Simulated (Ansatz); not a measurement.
GeMe3(OSiMe3) (C6H18GeOSi), 27 atoms. Hardware: 4 threads of Arm Neoverse V1 on a shared host.

The 6-31G sets use Cartesian d functions. Correlated methods freeze 21 core orbitals; core or outer-core shells of Ge are correlated, in sets that lack core-valence functions.

Task: How many basis functions does each of these Ansatz runs have, and roughly what does it cost? B2PLYP/def2-TZVP, charge 1 doublet at the geometry of the charge 0 singlet, energy, from earlier orbitals; r2SCAN-D4/def2-TZVP, charge 0 triplet at the geometry of the charge 0 singlet, energy, from earlier orbitals; PBE0-D4/def2-SVP, charge 0 singlet, energy, from earlier orbitals; r2SCAN-D4/def2-TZVP, charge 0 singlet, energy, from earlier orbitals; PBE-QIDH/def2-TZVP, charge 0 singlet, energy, from earlier orbitals; PBE-D4/def2-TZVP, charge 0 singlet, energy and forces, from earlier orbitals; PBE-D4/def2-TZVP, charge 0 triplet at the geometry of the charge 0 singlet, energy, from earlier orbitals; B2PLYP/def2-TZVP, charge -1 doublet at the geometry of the charge 0 singlet, energy, from earlier orbitals; PBE-D4/def2-SVP, charge 0 singlet, energy, from earlier orbitals; HF/STO-3G, charge 0 singlet, energy; B3LYP-D4/6-31G, charge 0 singlet, energy; PBE0-D4/def2-TZVP, charge 0 triplet at the geometry of the charge 0 singlet, energy.

Result: Other jobs shared the machine, so times can vary by a factor of up to 3. A dash marks memory too small to be measured apart from the calling script's.

```csv
run,functions,fitting or Cholesky vectors,wall time,peak host memory (GiB)
"HF/STO-3G, charge 0 singlet, energy",80,1032,0.7 s,–
"PBE-D4/def2-SVP, charge 0 singlet, energy, from earlier orbitals",238,2682,4.8 s,–
"B3LYP-D4/6-31G, charge 0 singlet, energy",141,1806,4.9 s,–
"PBE0-D4/def2-SVP, charge 0 singlet, energy, from earlier orbitals",238,2721,9 s,1.3
"PBE-D4/def2-TZVP, charge 0 singlet, energy and forces, from earlier orbitals",410,2633,12 s,0.98
"r2SCAN-D4/def2-TZVP, charge 0 singlet, energy, from earlier orbitals",410,2633,18 s,1
"PBE-QIDH/def2-TZVP, charge 0 singlet, energy, from earlier orbitals",410,2817,35 s,2.2
"PBE-D4/def2-TZVP, charge 0 triplet at the geometry of the charge 0 singlet, energy, from earlier orbitals",410,2633,52 s,2.7
"PBE0-D4/def2-TZVP, charge 0 triplet at the geometry of the charge 0 singlet, energy",410,2817,78 s,2.7
"B2PLYP/def2-TZVP, charge 1 doublet at the geometry of the charge 0 singlet, energy, from earlier orbitals",410,2817,91 s,2.9
"r2SCAN-D4/def2-TZVP, charge 0 triplet at the geometry of the charge 0 singlet, energy, from earlier orbitals",410,2633,1.8 min,2.8
"B2PLYP/def2-TZVP, charge -1 doublet at the geometry of the charge 0 singlet, energy, from earlier orbitals",410,2856,1.9 min,2.7
```
